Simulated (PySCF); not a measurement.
# Reading the logs of faulty runs: BCGeH6O

These are calculations, not measurements. They come from PySCF 2.14.0, an open-source quantum chemistry program, on an isolated molecule that a program drew, which may never have been made. The molecule is BCGeH6O (charge 0, doublet), drawn as the SMILES string `CO[B][GeH3]`.

Each row is a Hartree-Fock (HF) and frozen-core CCSD(T) single point in the cc-pVDZ basis, meant for a local HF minimum. Run 1 is clean. Each other run has one planted mistake out of seven kinds, and not every kind appears here: one electron removed, one electron added, multiplicity raised by two, geometry at a saddle point, minimal basis STO-3G, one bond length entered in bohr, all coordinates scaled. The reference is restricted for singlets and unrestricted otherwise, and also for a bond in bohr. Adding or removing an electron swaps singlet and doublet. Electrons count all cores. HOMO and LUMO are orbital energies over both spins, the gradient is its largest component, and the lowest frequency (negative if imaginary) is given only where the gradient is small. Bond lengths are over the 9 bonds as drawn. T1 is the CCSD diagnostic: over 0.02 (restricted) or 0.045 (unrestricted) a single reference is doubtful. Germanium has the cc-pVDZ-PP basis, with a core potential (ECP10MDF) in place of its 10 inner electrons, and its 3s, 3p and 3d shells are frozen in CCSD(T).

Geometry of the clean run:
```xyz
10
BCGeH6O, angstrom
C    -1.5265    0.9685   -1.2490
O    -0.9947    1.5724   -0.0854
B    -0.6717    0.9928    1.0565
Ge   -0.7561   -0.9931    1.7383
H    -1.6550   -0.1051   -1.1185
H    -0.8453    1.1577   -2.0764
H    -2.4885    1.4286   -1.4665
H     0.6611   -1.4183    2.1435
H    -1.2980   -2.0551    0.7595
H    -1.6373   -1.0289    2.9935
```

```
run,electrons,basis functions,<S^2>,HOMO (eV),LUMO (eV),gradient (hartree/bohr),lowest frequency (cm^-1),mean bond (Å),longest bond (Å),T1,HF (hartree),CCSD(T) (hartree),mistake
1,57,95,0.759,-7.92,2.64,3.0e-05,58,1.4126,2.101,0.0166,-434.25324,-434.80856,no fault
2,57,95,1.465,-8.05,2.56,2.6e-02,-,1.5202,2.101,0.0562,-434.12195,-434.67878,one bond length entered in bohr
3,58,95,0.000,0.61,8.45,7.2e-02,-,1.4126,2.101,0.0164,-434.18330,-434.77546,one electron added
4,56,95,0.000,-17.73,-5.43,1.1e-01,-,1.4126,2.101,0.0193,-434.00677,-434.55921,one electron removed
5,57,95,3.761,-6.34,-1.94,5.9e-02,-,1.4126,2.101,0.0277,-434.06474,-434.60156,multiplicity raised by two
6,57,95,0.758,-7.62,2.94,6.4e-02,-,1.3391,1.992,0.0152,-434.22533,-434.77167,?
```

**Which mistake was planted in run 6, and what did it cost?**

The mean and the longest bond both change by the same factor, 0.948, and the gradient is no longer small. So the mistake is: all coordinates scaled. Subtracting run 1 and multiplying by 627.51 kcal/mol a hartree, the energy moved by 17.5 kcal/mol in HF and 23.1 kcal/mol in CCSD(T).

Cautions from the logs. Run 2: T1 is over the limit, so its CCSD(T) energy is less reliable; run 3: the HOMO is above zero, so the electron isn't bound and the energy depends on the basis.
